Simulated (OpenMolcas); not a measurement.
**V3+, Nb3+, Ta3+: d² down the group**

```
Program             : OpenMolcas 26.06
Method              : SS-CASPT2, IPEA 0.25 Eh, imaginary shift 0.1 Eh
Basis               : ANO-RCC-VTZP
Scalar Hamiltonian  : DKH2, point nucleus
Spin-orbit coupling : state interaction with AMFI integrals over the reference wave functions, term energies averaged over their components
```

Active space for each ion: 2 electrons in 5 orbitals (d); closed shells correlated by CASPT2: V3+ 3s 3p; Nb3+ 4s 4p; Ta3+ 5s 5p.

Computed levels in cm-1 above ³F₂:

```json
{"Level": "³F₃", "V3+": "328", "Nb3+": "1092", "Ta3+": "4800"}
{"Level": "³F₄", "V3+": "750", "Nb3+": "2350", "Ta3+": "8990"}
{"Level": "¹D₂", "V3+": "10920", "Nb3+": "8040", "Ta3+": "10960"}
{"Level": "³P₀", "V3+": "13870", "Nb3+": "10180", "Ta3+": "11970"}
{"Level": "³P₁", "V3+": "13980", "Nb3+": "10620", "Ta3+": "14600"}
{"Level": "³P₂", "V3+": "14220", "Nb3+": "11540", "Ta3+": "18790"}
{"Level": "¹G₄", "V3+": "19090", "Nb3+": "14270", "Ta3+": "19620"}
{"Level": "¹S₀", "V3+": "43340", "Nb3+": "31730", "Ta3+": "36840"}
{"Level": "weight of ³F in the lowest level (%)", "V3+": "100", "Nb3+": "98", "Ta3+": "89"}
```

Mixed levels, with the weight of the term that names them: Ta3+ ¹D₂ (68 %).

Measured, with the error of the calculation in %. Measured levels: V3+ from Sugar and Corliss, J. Phys. Chem. Ref. Data 7, 1191 (1978).

```tsv
Level	V3+
³F₃	325 (+0.8)
³F₄	735 (+2.1)
¹D₂	10959 (-0.4)
³P₁	13239 (+5.6)
³P₂	13458 (+5.7)
¹G₄	18391 (+3.8)
¹S₀	42462 (+2.1)
```

The fine-structure level ³F₄ changes by a factor of 12 from V3+ to Ta3+.

Without spin-orbit coupling ¹D lies 10500, 6770, 5550 cm-1 above ³F in that order; the difference to the level ¹D₂, of either sign, comes from spin-orbit coupling, which also lowers the zero.

CASPT2 breaks the degeneracy within a term, and the mean is taken; among the terms shown or strongly mixed into the levels shown the widest spread is 620 cm-1 (3d² ¹G, V3+). Terms from blocks run as CI alone lack orbitals of their own. Measured partners are found by configuration, term and J. A level has none where our copy of the source lacks it or the pairing is in doubt (some pairs that miss far off the trend of their configuration count as doubtful), and it then counts in no deviation. Levels of configurations outside the active space are missing.
